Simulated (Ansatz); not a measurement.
`[OH][GeH]1[CH2][O]1` and `[SiH3][GeH]1[CH2][O]1` differ in one atom or group.

Ansatz, PBE0-D4/def2-TZVP geometries, multiplicity 1. Each molecule was computed in one conformer, which needn't be the lowest.

Scalar relativity is left out up to krypton.

```csv
property,`[OH][GeH]1[CH2][O]1`
HOMO–LUMO gap (PBE0/def2-TZVPP) / eV,6.78
LUMO energy (PBE0/def2-TZVPP) / eV,-0.44
size of the dipole moment (PBE/def2-TZVPP) / D,2.09
HOMO energy (ωB97M-V/def2-TZVPP) / eV,-9.43
HOMO energy (B3LYP/def2-TZVPP) / eV,-7.02
LUMO energy (B3LYP/def2-TZVPP) / eV,-0.76
```

(1) What does the change do to each property? (Estimate.)

## Answers

(1) Ansatz gave: 
```csv
property,`[SiH3][GeH]1[CH2][O]1`,shift
HOMO–LUMO gap (PBE0/def2-TZVPP) / eV,6.02,-0.76
LUMO energy (PBE0/def2-TZVPP) / eV,-0.99,-0.55
size of the dipole moment (PBE/def2-TZVPP) / D,2.00,-0.09
HOMO energy (ωB97M-V/def2-TZVPP) / eV,-9.13,0.30
HOMO energy (B3LYP/def2-TZVPP) / eV,-6.80,0.22
LUMO energy (B3LYP/def2-TZVPP) / eV,-1.19,-0.43
```

With PBE0 the HOMO rises by 0.21 eV and the LUMO falls by 0.55 eV, so the gap narrows by about 0.76 eV. PBE moves the HOMO by 0.07 eV and ωB97M-V by 0.30 eV. Dipoles are sizes alone; their direction can turn.

B3LYP here is the variant with VWN-RPA as its local correlation; programs differ in this.
